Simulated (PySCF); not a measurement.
SMILES COC(=O)CCSC (C5H10O2S), GFN2-xTB optimised geometry.

```
18

C      2.28    -1.49    -0.74
O      0.87    -1.35    -0.70
C      0.39    -0.31     0.00
O      1.08     0.49     0.57
C     -1.12    -0.31     0.00
C     -1.69     1.10     0.00
S     -1.83     1.82    -1.67
C     -0.08     2.02    -2.10
H      2.48    -2.49    -1.10
H      2.71    -0.75    -1.43
H      2.71    -1.33     0.25
H     -1.44    -0.82     0.92
H     -1.49    -0.89    -0.85
H     -2.71     1.11     0.39
H     -1.06     1.76     0.60
H     -0.04     2.65    -2.98
H      0.44     2.49    -1.27
H      0.36     1.05    -2.32
```

Density from CAM-B3LYP/def2-SVP (PySCF 2.14.0) at that geometry.

Minimum of the electron density along straight lines between bonded atoms, close to the bond critical point (lines longer than 1.1 times the sum of covalent radii, or with two minima, are not listed):

| bond | length / Å | ρ at the minimum / e bohr⁻³ | ∇²ρ there / e bohr⁻⁵ | position (fraction from the first atom) |
|---|---|---|---|---|
| C1–O2 | 1.422 | 0.245 | -0.31 | 0.34 |
| O2–C3 | 1.338 | 0.306 | ? | 0.67 |
| C3–O4 | 1.203 | ? | 0.31 | 0.33 |
| C3–C5 | 1.513 | 0.259 | -0.64 | 0.53 |
| C5–C6 | 1.525 | 0.246 | -0.57 | 0.50 |
| C6–S7 | 1.821 | 0.182 | -0.33 | 0.47 |
| S7–C8 | 1.813 | 0.183 | -0.34 | 0.53 |
| C1–H9 | 1.087 | 0.286 | -1.13 | 0.65 |
| C1–H10 | 1.092 | 0.282 | -1.09 | 0.64 |
| C1–H11 | 1.092 | 0.284 | -1.12 | 0.65 |
| C5–H12 | 1.094 | 0.273 | -1.00 | 0.63 |
| C5–H13 | 1.090 | 0.279 | -1.06 | 0.64 |
| C6–H14 | 1.089 | 0.280 | -1.06 | 0.64 |
| C6–H15 | 1.091 | 0.281 | -1.08 | 0.65 |
| C8–H16 | 1.085 | 0.279 | -1.06 | 0.64 |
| C8–H17 | 1.086 | 0.281 | -1.08 | 0.64 |
| C8–H18 | 1.087 | 0.280 | -1.05 | 0.64 |

Question: What belongs in the gaps?

Answer: 
- O2–C3, ∇²ρ there / e bohr⁻⁵: -0.38
- C3–O4, ρ at the minimum / e bohr⁻³: 0.421
